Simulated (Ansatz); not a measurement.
Steps of a relaxation of `BCO[SiH2][AlH2]` with RKS PBE-D4/def2-SVP.

```sh
$ ansatz run in.yaml --threads 4 --pin off --events-out ev --progress --plain --max-ram 10444MiB
```

```yaml
crystal:
  periodic: [false, false, false]
  atoms:
    - {symbol: B, position_ang: [-2.239200, 0.875700, -0.001300]}
    - {symbol: C, position_ang: [-1.181300, -0.003600, 0.664500]}
    - {symbol: O, position_ang: [-0.708900, -0.936400, -0.277900]}
    - {symbol: Si, position_ang: [0.839200, -0.329700, -1.031900]}
    - {symbol: Al, position_ang: [2.629000, -0.710300, 0.361700]}
    - {symbol: H, position_ang: [-3.402500, 0.909700, 0.376200]}
    - {symbol: H, position_ang: [-1.970200, 1.641800, -0.900200]}
    - {symbol: H, position_ang: [-1.633400, -0.547000, 1.476800]}
    - {symbol: H, position_ang: [-0.392700, 0.646800, 1.193200]}
    - {symbol: H, position_ang: [0.638800, 1.097600, -1.296400]}
    - {symbol: H, position_ang: [0.967500, -1.064100, -2.268900]}
    - {symbol: H, position_ang: [3.022300, -2.177900, 0.854400]}
    - {symbol: H, position_ang: [3.451700, 0.562700, 0.864500]}
basis:
  gaussian: {orbitals: def2-SVP}
hamiltonian: {xc: pbe, dispersion: d4}
relax: {f_tol: 0.03, max_steps: 200}
```

Positions (Å) and forces (eV/Å) along the path, 12 of 25 steps:

```xyz
13
step=1 energy=-18343.0531 eV
B    -2.239    0.876   -0.001   -1.070    1.196   -0.507
C    -1.181   -0.004    0.664    0.639    0.560    1.238
O    -0.709   -0.936   -0.278    2.269    0.392   -1.485
Si    0.839   -0.330   -1.032   -2.848   -0.634    0.624
Al    2.629   -0.710    0.362    1.201   -0.268    1.195
H    -3.402    0.910    0.376    0.083   -0.108    0.028
H    -1.970    1.642   -0.900    0.160   -0.134   -0.322
H    -1.633   -0.547    1.477   -0.351   -0.844    1.003
H    -0.393    0.647    1.193   -0.265   -0.356   -0.428
H     0.639    1.098   -1.296   -0.104    0.760   -0.291
H     0.968   -1.064   -2.269    0.057   -0.538   -1.126
H     3.022   -2.178    0.854    0.051   -0.059    0.014
H     3.452    0.563    0.865    0.178    0.033    0.057
13
step=3 energy=-18343.5996 eV
B    -2.294    0.890    0.009    0.019    0.388    0.159
C    -1.207   -0.018    0.724   -0.250   -0.085   -0.069
O    -0.652   -0.840   -0.325    0.381    0.160   -0.099
Si    0.779   -0.286   -1.110   -0.178   -0.159    0.171
Al    2.705   -0.686    0.452   -0.069    0.054   -0.112
H    -3.434    1.033    0.451    0.229   -0.082   -0.123
H    -1.959    1.517   -1.000   -0.126   -0.323    0.239
H    -1.620   -0.698    1.512    0.077    0.098   -0.199
H    -0.432    0.610    1.249   -0.097   -0.015   -0.050
H     0.614    1.176   -1.483    0.044   -0.053   -0.007
H     0.867   -1.079   -2.395    0.011    0.035    0.099
H     3.026   -2.180    0.951   -0.019    0.032   -0.002
H     3.627    0.524    0.979   -0.020   -0.050   -0.008
13
step=4 energy=-18343.6265 eV
B    -2.309    0.917    0.034   -0.020    0.008   -0.004
C    -1.224   -0.016    0.714   -0.171   -0.150   -0.137
O    -0.652   -0.815   -0.346    0.046    0.106    0.188
Si    0.787   -0.290   -1.092    0.070    0.010   -0.111
Al    2.725   -0.677    0.434   -0.087   -0.002    0.020
H    -3.443    1.051    0.474    0.165    0.035    0.004
H    -1.989    1.492   -0.998   -0.072   -0.091    0.130
H    -1.638   -0.718    1.478    0.046    0.087   -0.120
H    -0.458    0.602    1.258   -0.039    0.010    0.006
H     0.655    1.169   -1.490    0.020   -0.043   -0.013
H     0.891   -1.102   -2.363    0.010    0.037    0.065
H     3.022   -2.171    0.945    0.017    0.013   -0.004
H     3.654    0.522    0.966    0.013   -0.021   -0.025
13
step=6 energy=-18343.6811 eV
B    -2.389    0.934    0.071    0.023   -0.234    0.116
C    -1.307   -0.039    0.659    0.240   -0.225   -0.512
O    -0.586   -0.764   -0.365   -0.528    0.180    0.503
Si    0.856   -0.266   -1.076    0.194    0.172   -0.194
Al    2.765   -0.665    0.440    0.145    0.003    0.064
H    -3.422    1.205    0.661    0.153    0.069    0.065
H    -2.155    1.411   -1.011   -0.071    0.166   -0.252
H    -1.724   -0.796    1.354   -0.054   -0.064    0.123
H    -0.629    0.598    1.297   -0.038   -0.012    0.047
H     0.773    1.164   -1.582   -0.034   -0.028    0.045
H     1.007   -1.142   -2.292    0.002   -0.019   -0.037
H     3.035   -2.157    0.966   -0.023   -0.017    0.027
H     3.797    0.481    0.894   -0.007    0.010    0.003
13
step=7 energy=-18343.7109 eV
B    -2.420    0.938    0.078   -0.054   -0.052    0.035
C    -1.352   -0.068    0.621    0.529   -0.115   -0.534
O    -0.560   -0.753   -0.380   -0.650    0.240    0.578
Si    0.892   -0.251   -1.070    0.077    0.154   -0.131
Al    2.800   -0.657    0.443    0.166    0.049    0.093
H    -3.347    1.326    0.793    0.330   -0.075   -0.159
H    -2.275    1.359   -1.055   -0.143    0.068    0.031
H    -1.779   -0.846    1.288   -0.066   -0.047    0.115
H    -0.720    0.575    1.313   -0.090   -0.134   -0.055
H     0.809    1.168   -1.610   -0.031   -0.049    0.065
H     1.069   -1.152   -2.266   -0.007   -0.005   -0.051
H     3.032   -2.146    1.000   -0.024   -0.004    0.025
H     3.872    0.472    0.860   -0.037   -0.029   -0.012
13
step=8 energy=-18343.7596 eV
B    -2.389    0.928    0.059    0.085    0.034    0.292
C    -1.322   -0.088    0.575    0.003   -0.045   -0.048
O    -0.559   -0.788   -0.390    0.118   -0.060   -0.167
Si    0.895   -0.245   -1.073   -0.048    0.022   -0.038
Al    2.796   -0.631    0.473   -0.073   -0.010   -0.028
H    -3.176    1.375    0.884    0.054    0.002   -0.152
H    -2.393    1.306   -1.093   -0.096    0.013   -0.070
H    -1.806   -0.846    1.240   -0.039    0.041    0.041
H    -0.681    0.500    1.297   -0.051    0.019    0.049
H     0.775    1.184   -1.572   -0.050   -0.006    0.040
H     1.087   -1.107   -2.297    0.003   -0.003   -0.004
H     2.891   -2.107    1.099    0.070    0.040    0.061
H     3.900    0.486    0.813    0.025   -0.047    0.024
13
step=11 energy=-18343.7949 eV
B    -2.252    0.968    0.095   -0.186   -0.035   -0.006
C    -1.283   -0.184    0.512    0.058    0.145    0.258
O    -0.591   -0.894   -0.498    0.096    0.008   -0.078
Si    0.859   -0.263   -1.123   -0.081    0.048   -0.035
Al    2.709   -0.556    0.511    0.036   -0.139    0.095
H    -2.869    1.545    0.984    0.120   -0.065   -0.118
H    -2.451    1.266   -1.073    0.061   -0.002    0.127
H    -1.900   -0.913    1.106    0.010    0.065   -0.071
H    -0.594    0.231    1.314   -0.086   -0.105   -0.129
H     0.649    1.192   -1.510    0.006   -0.037    0.003
H     1.116   -1.029   -2.399    0.010    0.002    0.048
H     2.715   -1.902    1.416    0.014    0.176   -0.074
H     3.912    0.504    0.680   -0.059   -0.061   -0.020
13
step=12 energy=-18343.8049 eV
B    -2.231    0.964    0.111   -0.078    0.015    0.000
C    -1.272   -0.199    0.510   -0.014    0.051    0.107
O    -0.596   -0.895   -0.524    0.043    0.009   -0.037
Si    0.850   -0.252   -1.140    0.012   -0.024    0.017
Al    2.677   -0.546    0.522    0.040   -0.031    0.007
H    -2.831    1.544    1.002    0.038   -0.027   -0.034
H    -2.423    1.274   -1.052    0.018   -0.001    0.054
H    -1.912   -0.933    1.074    0.021    0.045   -0.024
H    -0.575    0.174    1.321   -0.053   -0.074   -0.066
H     0.645    1.204   -1.522   -0.008   -0.022   -0.012
H     1.120   -1.023   -2.409    0.013    0.018    0.021
H     2.657   -1.829    1.497   -0.008    0.077   -0.027
H     3.911    0.483    0.624   -0.025   -0.037   -0.006
13
step=16 energy=-18343.8246 eV
B    -2.204    0.950    0.175   -0.003   -0.001   -0.001
C    -1.271   -0.258    0.486   -0.001   -0.047   -0.015
O    -0.572   -0.883   -0.579   -0.052    0.024   -0.020
Si    0.870   -0.216   -1.170    0.113    0.033    0.019
Al    2.675   -0.472    0.516   -0.146   -0.005   -0.056
H    -2.797    1.467    1.106    0.010   -0.015    0.003
H    -2.392    1.352   -0.957    0.001    0.009   -0.019
H    -1.972   -1.017    0.931   -0.012    0.011    0.012
H    -0.605   -0.022    1.360    0.022    0.003    0.025
H     0.660    1.234   -1.568   -0.024    0.000   -0.020
H     1.180   -0.987   -2.427   -0.018    0.004   -0.010
H     2.331   -1.397    1.784    0.100    0.019    0.055
H     4.117    0.215    0.356    0.011   -0.035    0.027
13
step=17 energy=-18343.8313 eV
B    -2.210    0.948    0.178   -0.005    0.041    0.008
C    -1.284   -0.269    0.472    0.028   -0.004   -0.055
O    -0.576   -0.877   -0.599   -0.067    0.016   -0.024
Si    0.875   -0.206   -1.167   -0.051    0.027    0.050
Al    2.654   -0.464    0.540    0.097   -0.068   -0.019
H    -2.797    1.455    1.121    0.017   -0.038   -0.041
H    -2.395    1.374   -0.948    0.005   -0.012    0.022
H    -1.989   -1.031    0.901   -0.035   -0.032    0.009
H    -0.624   -0.051    1.355    0.044    0.014    0.039
H     0.662    1.245   -1.568    0.010   -0.006    0.005
H     1.191   -0.967   -2.430    0.017   -0.006    0.019
H     2.384   -1.326    1.878    0.010    0.089   -0.056
H     4.129    0.133    0.281   -0.069   -0.022    0.043
13
step=18 energy=-18343.8361 eV
B    -2.224    0.951    0.179   -0.010    0.018    0.003
C    -1.312   -0.279    0.462    0.028    0.016    0.028
O    -0.592   -0.866   -0.609    0.041   -0.003   -0.029
Si    0.877   -0.206   -1.145   -0.046   -0.006    0.028
Al    2.691   -0.472    0.530    0.023    0.016   -0.037
H    -2.824    1.434    1.125   -0.001   -0.008   -0.025
H    -2.386    1.403   -0.939    0.002   -0.001    0.016
H    -2.033   -1.044    0.863    0.008   -0.001    0.000
H    -0.664   -0.080    1.361   -0.002   -0.019   -0.007
H     0.683    1.249   -1.537    0.012    0.001    0.006
H     1.204   -0.962   -2.407    0.002   -0.003   -0.008
H     2.423   -1.233    1.921    0.013    0.022    0.002
H     4.176    0.069    0.210   -0.072   -0.032    0.024
13
step=25 energy=-18343.8421 eV
B    -2.186    0.933    0.224   -0.005   -0.023   -0.001
C    -1.296   -0.326    0.443    0.010    0.006   -0.015
O    -0.591   -0.868   -0.665   -0.024   -0.005    0.019
Si    0.872   -0.189   -1.185    0.021    0.005   -0.007
Al    2.644   -0.437    0.532    0.009    0.014    0.006
H    -2.798    1.369    1.183    0.004    0.001    0.005
H    -2.320    1.454   -0.866    0.002    0.010    0.000
H    -2.021   -1.104    0.809   -0.002    0.001    0.000
H    -0.637   -0.184    1.344   -0.004    0.003    0.000
H     0.680    1.275   -1.549    0.004   -0.003   -0.001
H     1.209   -0.918   -2.459   -0.002   -0.001    0.000
H     2.278   -0.834    2.047    0.003   -0.003   -0.009
H     4.190   -0.207    0.158   -0.015   -0.006    0.003
```

Hardware: 4 threads of an Arm Neoverse V1 on a shared host. Wall time 42 s, peak host memory 0.19 GiB.
